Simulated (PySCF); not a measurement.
Isomers C8H14O:

A. `C(C)/C(C)=C(\C)CC=O`
B. SMILES C1C2([C@@H](O)C2)CCCC1
C. `CC1(C)C[C@@H]2CC[C@H]1O2`
D. SMILES C=COC(=C)C(C)(C)C
E. `C(C(=C)C(C)=O)(C)(C)C`

Spectrum 1. 1H NMR (300 MHz, computed): δ 5.47 (m, 1H), 5.30 (m, 1H), 2.32 (s, 3H), 1.21 (s, 9H). 13C{1H} NMR (computed): δ 215.2 (C), 171.8 (C), 116.9 (CH2), 39.1 (C), 35.9 (CH3), 30.3 (CH3).

Spectrum 2. 1H NMR (300 MHz, computed): δ 3.32 (m, 1H), 1.87 (m, 1H), 1.83 (m, 1H), 1.64 (m, 1H), 1.60 (m, 1H), 1.51 (m, 1H), 1.49 (m, 1H), 1.38 (m, 1H), 1.32 (m, 1H), 1.23 (m, 1H), 0.88 (br s, 1H), 0.65 (m, 1H), 0.47 (m, 1H), 0.42 (m, 1H). 13C{1H} NMR (computed): δ 60.3 (CH), 38.1 (CH2), 32.5 (CH2), 31.3 (CH2), 29.4 (CH2), 28.6 (CH2), 27.8 (C), 22.2 (CH2).

Spectrum 3. 1H NMR (300 MHz, computed): δ 6.69 (m, 1H), 4.95 (m, 1H), 4.58 (m, 1H), 4.37 (m, 1H), 4.23 (m, 1H), 1.17 (s, 9H). 13C{1H} NMR (computed): δ 179.7 (C), 155.5 (CH), 98.5 (CH2), 87.7 (CH2), 39.0 (C), 29.6 (CH3).

Spectrum 4. 1H NMR (300 MHz, computed): δ 9.65 (t, 1H), 2.97 (d, 2H), 2.17 (q, 2H), 2.02 (s, 3H), 1.72 (s, 3H), 1.07 (t, 3H). 13C{1H} NMR (computed): δ 197.0 (CH), 145.5 (C), 126.1 (C), 53.8 (CH2), 34.0 (CH2), 21.4 (CH3), 18.4 (CH3), 15.6 (CH3).

Spectrum 5. 1H NMR (300 MHz, computed): δ 4.42 (m, 1H), 3.77 (m, 1H), 1.79 (m, 1H), 1.72 (m, 1H), 1.62 (m, 1H), 1.52 (m, 1H), 1.19 (m, 1H), 1.08 (s, 3H), 1.03 (s, 3H), 0.90 (m, 1H). 13C{1H} NMR (computed): δ 87.9 (CH), 80.4 (CH), 50.0 (CH2), 42.1 (C), 33.1 (CH2), 32.0 (CH3), 27.4 (CH2), 27.2 (CH3).

[PySCF 2.14.0 with density-fitted response routines: PBE0/pcSseg-1 with gauge-including orbitals; structure optimised with GFN2-xTB; relativity neglected; one computed conformer; isolated molecule; fast rotation and ring inversion assumed for equivalent nuclei]

References, each an isolated molecule treated in the same way: TMS for 1H (σref 31.72) and 13C (σref 186.93). Where no couplings were computed, multiplicities follow the n + 1 count of equivalent neighbours, and m marks all less simple cases (inequivalent or close neighbours, rings, F or P nearby). Shifts are as computed. Against solution values, carbons near 30 ppm lie about +3 ppm off and those near 130 ppm about +5 ppm. Of 1211 compounds with measured shifts, 218 miss one by over three times the rms of a fit or turn the order of signals round; such compounds aren't used in these exercises. OH and NH positions are gas-phase values without hydrogen bonding to other molecules.

Task: Which spectrum belongs to which compound?

Result: 1–E, 2–B, 3–D, 4–A, 5–C.

- Spectrum 1 (E): 6 13C signals; δC 215.2 is a ketone carbonyl carbon; δC 39.1 is an allylic quaternary sp3 carbon.
- Spectrum 2 (B): 8 13C signals; δC 60.3 is a three-membered-ring carbon; δC 38.1 is an sp3 CH2 in a ring.
- Spectrum 3 (D): 6 13C signals; δC 179.7 is an alkene carbon bearing oxygen; δC 155.5 is an alkene carbon bearing oxygen.
- Spectrum 4 (A): 8 13C signals; δC 197.0 is an aldehyde carbonyl carbon; δC 145.5 is a fully substituted alkene carbon.
- Spectrum 5 (C): 8 13C signals; δC 87.9 is an sp3 CH bonded to O; δC 80.4 is an sp3 CH bonded to O.
